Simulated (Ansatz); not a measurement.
Start from `[SiH3][SiH]1O[SiH2]1` and change one atom or group to get `N[Si@H]1O[Si@@H]1[SiH3]`.

Ansatz, PBE0-D4/def2-TZVP geometries, multiplicity 1. Each molecule was computed in one conformer, which needn't be the lowest.

```csv
property,`[SiH3][SiH]1O[SiH2]1`
HOMO–LUMO gap (PBE/def2-TZVPP) / eV,3.84
HOMO–LUMO gap (PBE0/def2-TZVPP) / eV,5.69
HOMO–LUMO gap (ωB97M-V/def2-TZVPP) / eV,9.43
HOMO energy (B3LYP/def2-TZVPP) / eV,-6.68
size of the dipole moment (ωB97M-V/def2-TZVPP) / D,1.29
LUMO energy (PBE0/def2-TZVPP) / eV,-1.19
```

Q: Give the same properties after the change, and the shifts. (An estimate is asked.)

A: Computed: 
```tsv
property	`N[Si@H]1O[Si@@H]1[SiH3]`	shift
HOMO–LUMO gap (PBE/def2-TZVPP) / eV	2.52	-1.32
HOMO–LUMO gap (PBE0/def2-TZVPP) / eV	4.31	-1.38
HOMO–LUMO gap (ωB97M-V/def2-TZVPP) / eV	8.17	-1.26
HOMO energy (B3LYP/def2-TZVPP) / eV	-5.63	1.05
size of the dipole moment (ωB97M-V/def2-TZVPP) / D	4.02	2.73
LUMO energy (PBE0/def2-TZVPP) / eV	-1.51	-0.32
```

With PBE0 the HOMO rises by 1.07 eV and the LUMO falls by 0.32 eV, so the gap narrows by about 1.39 eV. PBE moves the HOMO by 0.98 eV and ωB97M-V by 1.10 eV. Dipoles are sizes alone; their direction can turn.

B3LYP here is the variant with VWN-RPA as its local correlation; programs differ in this.
